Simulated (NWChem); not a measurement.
System: AlHSF₂; SMILES [F][Al]([F])[SH]

Here is an NWChem input.

```
start job
memory heap 200 mb stack 900 mb global 1100 mb
geometry units angstroms noautoz
  Al     0.007011     0.477982     0.000000
  F     -1.358228     1.398331     0.000000
  F      1.477109     1.224160     0.000000
  S     -0.143487    -1.690674     0.000000
  H      1.196938    -1.870832     0.000000
end
basis spherical
  Al library 6-31+g*
  F library 6-31+g*
  S library 6-31+g*
  H library 6-31+g*
end
dft
  xc pbe0
  iterations 150
end
tddft
  nroots 8
  notriplet
end
task tddft energy
```

Parts of the log:

```
             Northwest Computational Chemistry Package (NWChem) 7.3.0
             --------------------------------------------------------

 CS  symmetry detected

                             Geometry "geometry" -> ""
                             -------------------------

 Output coordinates in angstroms (scale by  1.889725989 to convert to a.u.)

  No.       Tag          Charge          X              Y              Z
 ---- ---------------- ---------- -------------- -------------- --------------
    1 Al                  13.0000    -0.01480155     0.45914217     0.00000000
    2 F                    9.0000    -1.41977422     1.31761267     0.00000000
    3 F                    9.0000     1.42051190     1.27021864     0.00000000
    4 S                   16.0000    -0.06831478    -1.71407085     0.00000000
    5 H                    1.0000     1.27881769    -1.83419660     0.00000000

 Effective nuclear repulsion energy (a.u.)     198.2392974996

      Symmetry information
      --------------------

 Group name             Cs
 Group number              2
 Group order               2
 No. of unique centers     5

                                 NWChem DFT Module
                                 -----------------

 Summary of "ao basis" -> "ao basis" (spherical)
 ------------------------------------------------------------------------------
       Tag                 Description            Shells   Functions and Types
 ---------------- ------------------------------  ------  ---------------------
 Al                         6-31+g*                 10       22   5s4p1d
 F                          6-31+g*                  8       18   4s3p1d
 S                          6-31+g*                 10       22   5s4p1d
 H                          6-31+g*                  2        2   2s

      Symmetry analysis of basis
      --------------------------

        a'         60
        a"         22

            General Information
            -------------------
          SCF calculation type: DFT
          Wavefunction type:  closed shell.
          No. of atoms     :     5
          No. of electrons :    48
           Alpha electrons :    24
            Beta electrons :    24
          Charge           :     0
          Spin multiplicity:     1
          Use of symmetry is: off; symmetry adaption is: on
          Maximum number of iterations: 150
          AO basis - number of functions:    82
                     number of shells:    38
          Convergence on energy requested:  1.00D-06
          Convergence on density requested:  1.00D-05
          Convergence on gradient requested:  5.00D-04

              XC Information
              --------------
                         PBE0 Method XC Functional
                     Hartree-Fock (Exact) Exchange  0.250
          PerdewBurkeErnzerhof Exchange Functional  0.750
            Perdew 1991 LDA Correlation Functional  1.000 local
           PerdewBurkeErnz. Correlation Functional  1.000 non-local

             Grid Information
             ----------------
          Grid used for XC integration:  medium
          Radial quadrature: Mura-Knowles
          Angular quadrature: Lebedev.
          Tag              B.-S. Rad. Rad. Pts. Rad. Cut. Ang. Pts.
          ---              ---------- --------- --------- ---------
          Al                  1.25       88          12.0       590
          F                   0.50       49          12.0       434
          S                   1.00       88          12.0       590
          H                   0.35       45          11.0       434
          Grid pruning is: on
          Number of quadrature shells:   319
          Spatial weights used:  Erf1

      Superposition of Atomic Density Guess
      -------------------------------------

 Sum of atomic energies:        -838.56984504

      Non-variational initial energy
      ------------------------------

[...]

                                NWChem TDDFT Module
                                -------------------

            General Information
            -------------------
           No. of orbitals :     164
            Alpha orbitals :      82
             Beta orbitals :      82
        Alpha frozen cores :       0
         Beta frozen cores :       0
     Alpha frozen virtuals :       0
      Beta frozen virtuals :       0
         Spin multiplicity :       1
    Number of AO functions :      82
        Use of symmetry is : off
      Symmetry adaption is : on
         Schwarz screening :  0.10D-07

              XC Information
              --------------
                  PBE0 Method XC Functional
              Hartree-Fock (Exact) Exchange   0.25
   PerdewBurkeErnzerhof Exchange Functional   0.75
     Perdew 1991 LDA Correlation Functional   1.00 local
    PerdewBurkeErnz. Correlation Functional   1.00 non-local

             TDDFT Information
             -----------------
          Calculation type : TDDFT
         Wavefunction type : Restricted singlets
          No. of electrons :      48
           Alpha electrons :      24
            Beta electrons :      24
              No. of roots :       8
          Max subspacesize :    5600
            Max iterations :     100
               Target root :       1
           Target symmetry : none
      Symmetry restriction : off
                 Algorithm : Optimal
        Davidson threshold :  0.10D-03

    8 smallest eigenvalue differences (eV)
--------------------------------------------------------
  No. Spin  Occ  Vir  Irrep   E(Occ)    E(Vir)   E(Diff)
--------------------------------------------------------
    1    1   24   25 a"       -0.308    -0.055     6.894
    2    1   24   26 a'       -0.308    -0.019     7.862
    3    1   24   27 a"       -0.308    -0.002     8.330
    4    1   23   25 a'       -0.363    -0.055     8.403
    5    1   24   28 a"       -0.308     0.028     9.151
    6    1   23   26 a"       -0.363    -0.019     9.372
    7    1   24   29 a"       -0.308     0.038     9.423
    8    1   24   30 a'       -0.308     0.052     9.795
--------------------------------------------------------

  Entering Davidson iterations
  Restricted singlet excited states

  Iter   NTrls   NConv    DeltaV     DeltaE      Time
  ----  ------  ------  ---------  ---------  ---------
    1      8       0     0.22E+00   0.10+100       11.0
    2     24       0     0.40E-01   0.18E-01       15.5
    3     40       0     0.42E-01   0.46E-02       16.4
    4     56       0     0.17E-01   0.26E-02       17.8
    5     72       1     0.10E-01   0.52E-03       14.7
    6     86       2     0.61E-02   0.19E-03       16.0
    7     97       6     0.24E-02   0.28E-04       12.1
    8    101       7     0.96E-03   0.22E-05       10.3
    9    103       7     0.37E-03   0.29E-06        7.5
   10    105       7     0.16E-03   0.34E-07        8.1
   11    107       8     0.94E-04   0.46E-08        8.1
  ----  ------  ------  ---------  ---------  ---------
  Convergence criterion met

  Ground state a'       -840.632634482591 a.u.

  ----------------------------------------------------------------------------
  Root   1 singlet a"             0.203814673 a.u.                5.5461 eV
  ----------------------------------------------------------------------------
     Transition Moments    X  0.00000   Y -0.00000   Z -0.65182
     Dipole Oscillator Strength                    0.0577294912
     Electric Quadrupole                           0.0000000715
     Magnetic Dipole                               0.0000002979
     Total Oscillator Strength                     0.0577298606

     Occ.   24  a"  ---  Virt.   25  a'   0.99416 X
     Occ.   24  a"  ---  Virt.   29  a'   0.05428 X
  ----------------------------------------------------------------------------
  Root   2 singlet a"             0.243890944 a.u.                6.6366 eV
  ----------------------------------------------------------------------------
     Transition Moments    X -0.00000   Y -0.00000   Z  0.19727
     Dipole Oscillator Strength                    0.0063274464
     Electric Quadrupole                           0.0000000516
     Magnetic Dipole                               0.0000007020
     Total Oscillator Strength                     0.0063282000

     Occ.   24  a"  ---  Virt.   25  a'  -0.05107 X
     Occ.   24  a"  ---  Virt.   27  a'   0.98530 X
     Occ.   24  a"  ---  Virt.   28  a'   0.06860 X
     Occ.   24  a"  ---  Virt.   29  a'   0.10710 X
     Occ.   24  a"  ---  Virt.   33  a'   0.05417 X
  ----------------------------------------------------------------------------
  Root   3 singlet a'             0.246792731 a.u.                6.7156 eV
  ----------------------------------------------------------------------------
     Transition Moments    X  0.08215   Y -0.21155   Z -0.00000
     Dipole Oscillator Strength                    0.0084735714
     Electric Quadrupole                           0.0000000448
     Magnetic Dipole                               0.0000000040
     Total Oscillator Strength                     0.0084736203

     Occ.   23  a'  ---  Virt.   25  a'  -0.46633 X
     Occ.   23  a'  ---  Virt.   27  a'  -0.08887 X
     Occ.   24  a"  ---  Virt.   26  a"   0.87345 X
     Occ.   24  a"  ---  Virt.   30  a"  -0.05975 X
  ----------------------------------------------------------------------------
  Root   4 singlet a'             0.277330636 a.u.                7.5466 eV
  ----------------------------------------------------------------------------
     Transition Moments    X  0.18190   Y  1.36049   Z -0.00000
     Dipole Oscillator Strength                    0.3483288294
     Electric Quadrupole                           0.0000010592
     Magnetic Dipole                               0.0000001485
     Total Oscillator Strength                     0.3483300371

[...]
```

Level: PBE0/6-31+G* (spherical d), full TDDFT. Structure relaxed at the B3LYP/6-31G* (spherical d) level.
